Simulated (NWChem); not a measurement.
System: WNHSF$_{2}$; SMILES [NH]=[W]([F])([F])=[S]

NWChem input:

```
start job
memory heap 200 mb stack 900 mb global 1100 mb
geometry units angstroms noautoz
  W      0.046448    -0.220695     0.000000
  N     -1.587287    -0.782912     0.000000
  H     -2.602207    -0.733048     0.000000
  S     -0.012674     1.906528     0.000000
  F      0.830285    -0.801338     1.586870
  F      0.830285    -0.801338    -1.586870
end
basis spherical
  W library def2-svp
  N library def2-svp
  H library def2-svp
  S library def2-svp
  F library def2-svp
end
ecp
  W library def2-ecp
end
dft
  xc xpbe96 cpbe96
  iterations 150
  mulliken
end
task dft energy
```

NWChem printed, in part:

```
             Northwest Computational Chemistry Package (NWChem) 7.3.0
             --------------------------------------------------------

 CS  symmetry detected

                             Geometry "geometry" -> ""
                             -------------------------

 Output coordinates in angstroms (scale by  1.889725989 to convert to a.u.)

  No.       Tag          Charge          X              Y              Z
 ---- ---------------- ---------- -------------- -------------- --------------
    1 W                   74.0000    -0.00567307     0.16506034     0.00000000
    2 N                    7.0000    -1.68017479     0.59076212     0.00000000
    3 H                    1.0000    -2.68753591     0.45744818     0.00000000
    4 S                   16.0000     0.11066828    -1.95980149     0.00000000
    5 F                    9.0000     0.72765970     0.80830974     1.58687000
    6 F                    9.0000     0.72765970     0.80830974    -1.58687000

 Effective nuclear repulsion energy (a.u.)     956.9267488251

      Symmetry information
      --------------------

 Group name             Cs
 Group number              2
 Group order               2
 No. of unique centers     5

 Summary of "ao basis" -> "ao basis" (spherical)
 ------------------------------------------------------------------------------
       Tag                 Description            Shells   Functions and Types
 ---------------- ------------------------------  ------  ---------------------
 W                          def2-svp                12       32   6s3p2d1f
 N                          def2-svp                 6       14   3s2p1d
 H                          def2-svp                 3        5   2s1p
 S                          def2-svp                 8       18   4s3p1d
 F                          def2-svp                 6       14   3s2p1d

      Symmetry analysis of basis
      --------------------------

        a'         63
        a"         34

            General Information
            -------------------
          SCF calculation type: DFT
          Wavefunction type:  closed shell.
          No. of atoms     :     6
          No. of electrons :    56
           Alpha electrons :    28
            Beta electrons :    28
          Charge           :     0
          Spin multiplicity:     1
          Use of symmetry is: on ; symmetry adaption is: on
          Maximum number of iterations: 150
          AO basis - number of functions:    97
                     number of shells:    41
          Convergence on energy requested:  1.00D-06
          Convergence on density requested:  1.00D-05
          Convergence on gradient requested:  5.00D-04

              XC Information
              --------------
          PerdewBurkeErnzerhof Exchange Functional  1.000
            Perdew 1991 LDA Correlation Functional  1.000 local
           PerdewBurkeErnz. Correlation Functional  1.000 non-local

             Grid Information
             ----------------
          Grid used for XC integration:  medium
          Radial quadrature: Mura-Knowles
          Angular quadrature: Lebedev.
          Tag              B.-S. Rad. Rad. Pts. Rad. Cut. Ang. Pts.
          ---              ---------- --------- --------- ---------
          W                   1.35      123           9.0       590
          N                   0.65       49           9.0       434
          H                   0.35       45          11.0       434
          S                   1.00       88          10.0       590
          F                   0.50       49          10.0       434
          Grid pruning is: on
          Number of quadrature shells:   354
          Spatial weights used:  Erf1

      Superposition of Atomic Density Guess
      -------------------------------------

 Sum of atomic energies:        -723.85241827

      Non-variational initial energy
      ------------------------------

 Total energy =    -717.181834
 1-e energy   =   -1553.179856
 2-e energy   =     565.015517
 HOMO         =      -0.328387
 LUMO         =      -0.004732

      Symmetry analysis of molecular orbitals - initial
      -------------------------------------------------

  Numbering of irreducible representations:

     1 a'          2 a"

  Orbital symmetries:

     1 a'          2 a'          3 a"          4 a'          5 a'
     6 a'          7 a'          8 a"          9 a'         10 a'
    11 a"         12 a'         13 a'         14 a"         15 a'
    16 a'         17 a'         18 a"         19 a"         20 a'
    21 a'         22 a"         23 a'         24 a'         25 a"
    26 a'         27 a"         28 a'         29 a'         30 a'
    31 a"         32 a'         33 a'         34 a"         35 a'
    36 a"         37 a'         38 a'

     ---------------------------------------------
      Total Density - Mulliken Population Analysis
     ---------------------------------------------

    Atom       Charge   Shell Charges
 -----------   ------   -------------------------------------------------------
    1 W   14    11.11   0.04 -0.35  1.79  0.54  0.36  0.06  5.49  0.58  0.15  1.92  0.39  0.14
    2 N    7     8.01   1.99  1.08  0.57  2.64  1.71  0.01
    3 H    1     0.76   0.59  0.12  0.04
    4 S   16    16.88   2.00  1.99  1.24  0.69  5.94  1.94  3.05  0.02
    5 F    9     9.62   1.99  1.15  0.80  3.53  2.15  0.00
    6 F    9     9.62   1.99  1.15  0.80  3.53  2.15  0.00

   convergence    iter        energy       DeltaE   RMS-Dens  Diis-err
 ---------------- ----- ----------------- --------- --------- ---------
 d= 0,ls=0.0,diis     1   -719.3210322817 -9.90D+02  6.36D-02  3.84D+00
 d= 0,ls=0.0,diis     2   -711.8495751084  7.47D+00  5.68D-02  4.91D+01
 d= 0,ls=0.0,diis     3   -719.3832907058 -7.53D+00  1.45D-02  4.13D+00
 d= 0,ls=0.0,diis     4   -719.7897618113 -4.06D-01  3.49D-03  3.17D-01
 d= 0,ls=0.0,diis     5   -719.8060982849 -1.63D-02  3.25D-03  1.10D-01
  Resetting Diis
 d= 0,ls=0.0,diis     6   -719.8202728011 -1.42D-02  1.02D-03  1.40D-02
 d= 0,ls=0.0,diis     7   -719.8221291978 -1.86D-03  9.86D-04  9.84D-04
 d= 0,ls=0.0,diis     8   -719.8207081926  1.42D-03  8.64D-04  1.08D-02
 d= 0,ls=0.0,diis     9   -719.8222125085 -1.50D-03  2.00D-04  4.07D-04
 d= 0,ls=0.0,diis    10   -719.8222583325 -4.58D-05  7.08D-05  1.00D-04
 d= 0,ls=0.0,diis    11   -719.8222689354 -1.06D-05  1.80D-05  9.23D-06
 d= 0,ls=0.0,diis    12   -719.8222700081 -1.07D-06  3.94D-06  4.35D-07
 d= 0,ls=0.0,diis    13   -719.8222700583 -5.02D-08  1.01D-06  1.27D-08

         Total DFT energy =     -719.822270058292
      One electron energy =    -1556.134401594363
           Coulomb energy =      626.407833427721
    Exchange-Corr. energy =      -61.078206344423
 Nuclear repulsion energy =      270.982504452774

 Numeric. integr. density =       56.000003706702

                  Occupations of the irreducible representations
                  ----------------------------------------------

                     irrep           alpha         beta
                     --------     --------     --------
                     a'               19.0         19.0
                     a"                9.0          9.0

                       DFT Final Molecular Orbital Analysis
                       ------------------------------------

 Vector   26  Occ=2.000000D+00  E=-2.946637D-01  Symmetry=a"
              MO Center= -9.3D-01,  5.2D-01,  7.4D-14, r^2= 2.3D+00
   Bfn.  Coefficient  Atom+Function         Bfn.  Coefficient  Atom+Function
  ----- ------------  ---------------      ----- ------------  ---------------
    38      0.472683  2 N  pz                41     -0.348458  2 N  pz
    19     -0.311790  1 W  d  1              17     -0.181800  1 W  d -1
    74     -0.147669  5 F  py                88      0.147669  6 F  py
    73      0.142787  5 F  px                87     -0.142787  6 F  px
    77      0.106814  5 F  py                91     -0.106814  6 F  py

 Vector   27  Occ=2.000000D+00  E=-2.659770D-01  Symmetry=a"
              MO Center=  4.0D-02, -1.3D+00, -4.5D-13, r^2= 2.7D+00
   Bfn.  Coefficient  Atom+Function         Bfn.  Coefficient  Atom+Function
  ----- ------------  ---------------      ----- ------------  ---------------
    64      0.502740  4 S  pz                61      0.386261  4 S  pz
    17     -0.282912  1 W  d -1              58      0.220399  4 S  pz
     9     -0.147208  1 W  pz                38     -0.123510  2 N  pz
    75      0.123427  5 F  pz                89      0.123427  6 F  pz
    78     -0.105133  5 F  pz                92     -0.105133  6 F  pz

 Vector   28  Occ=2.000000D+00  E=-2.430157D-01  Symmetry=a'
              MO Center= -3.5D-01, -1.0D+00,  3.3D-14, r^2= 3.6D+00
   Bfn.  Coefficient  Atom+Function         Bfn.  Coefficient  Atom+Function
  ----- ------------  ---------------      ----- ------------  ---------------
    62      0.473062  4 S  px                59      0.357419  4 S  px
    37      0.322185  2 N  py                40     -0.242354  2 N  py
    56      0.202791  4 S  px                35     -0.177176  2 N  s
    63      0.170513  4 S  py                60      0.105554  4 S  py
    16     -0.096292  1 W  d -2              20      0.096006  1 W  d  2

 Vector   29  Occ=0.000000D+00  E=-1.167491D-01  Symmetry=a'
              MO Center= -6.0D-03, -1.4D-02,  7.2D-14, r^2= 2.8D+00
   Bfn.  Coefficient  Atom+Function         Bfn.  Coefficient  Atom+Function
  ----- ------------  ---------------      ----- ------------  ---------------
    16      0.635153  1 W  d -2              18     -0.504360  1 W  d  0
    62      0.303303  4 S  px                63     -0.223808  4 S  py
    40      0.189814  2 N  py                37     -0.181786  2 N  py
    59      0.168730  4 S  px                74      0.148531  5 F  py
    88      0.148531  6 F  py                55     -0.147504  4 S  s

 Vector   30  Occ=0.000000D+00  E=-1.057058D-01  Symmetry=a"
              MO Center= -6.4D-02, -3.5D-01, -7.4D-15, r^2= 2.7D+00
   Bfn.  Coefficient  Atom+Function         Bfn.  Coefficient  Atom+Function
  ----- ------------  ---------------      ----- ------------  ---------------
    17      0.782865  1 W  d -1              64      0.426923  4 S  pz
    19      0.252754  1 W  d  1              61      0.246540  4 S  pz
    38      0.193481  2 N  pz                41     -0.189636  2 N  pz
    22      0.144609  1 W  d -1              58      0.138481  4 S  pz
    74      0.101926  5 F  py                88     -0.101926  6 F  py

 Vector   31  Occ=0.000000D+00  E=-6.747747D-02  Symmetry=a'
              MO Center= -2.5D-01, -3.9D-02, -7.4D-13, r^2= 3.2D+00
   Bfn.  Coefficient  Atom+Function         Bfn.  Coefficient  Atom+Function
  ----- ------------  ---------------      ----- ------------  ---------------
    18      0.626926  1 W  d  0              35      0.491071  2 N  s
    16      0.454397  1 W  d -2               6      0.419713  1 W  s
    48     -0.270512  3 H  s                 63      0.262986  4 S  py
     5     -0.252541  1 W  s                 62      0.247063  4 S  px
    23      0.238526  1 W  d  0              72     -0.189301  5 F  s

     ---------------------------------------------
      Total Density - Mulliken Population Analysis
     ---------------------------------------------

    Atom       Charge   Shell Charges
 -----------   ------   -------------------------------------------------------
    1 W   14    13.09   0.04 -0.36  1.90  0.46  0.44 -0.02  5.59  0.54  0.24  3.53  0.57  0.17
    2 N    7     7.31   1.99  1.02  0.58  2.36  1.35  0.01
    3 H    1     0.85   0.70  0.10  0.04
    4 S   16    16.22   2.00  1.98  1.28  0.67  5.92  1.80  2.53  0.04
    5 F    9     9.26   1.99  1.14  0.82  3.32  2.00  0.00
    6 F    9     9.26   1.99  1.14  0.82  3.32  2.00  0.00

     -------------------------------------------
      Total Density - Lowdin Population Analysis
     -------------------------------------------

    Atom       Charge   Shell Charges
 -----------   ------   -------------------------------------------------------
    1 W   14    14.03   0.00  0.04  1.09  0.79  0.37  0.15  4.95  1.28  0.50  3.23  1.31  0.32
    2 N    7     7.06   1.97  0.79  0.50  2.18  1.60  0.03
    3 H    1     0.90   0.57  0.20  0.13
    4 S   16    15.82   2.00  1.96  0.99  0.69  5.81  1.90  2.43  0.04
    5 F    9     9.09   1.98  1.03  0.77  3.19  2.12  0.01
    6 F    9     9.09   1.98  1.03  0.77  3.19  2.12  0.01

     Multipole analysis of the density
     ---------------------------------

     L   x y z        total         alpha         beta         nuclear
     -   - - -        -----         -----         ----         -------
     0   0 0 0      0.000000    -28.000000    -28.000000     56.000000

     1   1 0 0     -0.607599     -0.625416     -0.625416      0.643233
     1   0 1 0      0.351504      9.533317      9.533317    -18.715129
     1   0 0 1      0.000000      0.000000      0.000000      0.000000

     2   2 0 0    -34.383681    -82.740451    -82.740451    131.097221
     2   1 1 0     -0.286533      1.773805      1.773805     -3.834143
     2   1 0 1     -0.000000     -0.000000     -0.000000      0.000000
     2   0 2 0    -40.934307   -156.609338   -156.609338    272.284369
     2   0 1 1     -0.000000     -0.000000     -0.000000      0.000000
     2   0 0 2    -41.598908   -101.731940   -101.731940    161.864972
```

Level: PBE/def2-SVP with def2 effective core potentials on W. Structure relaxed at the PBE0/def2-SVP level. def2 effective core potentials on W; no spin-orbit coupling.
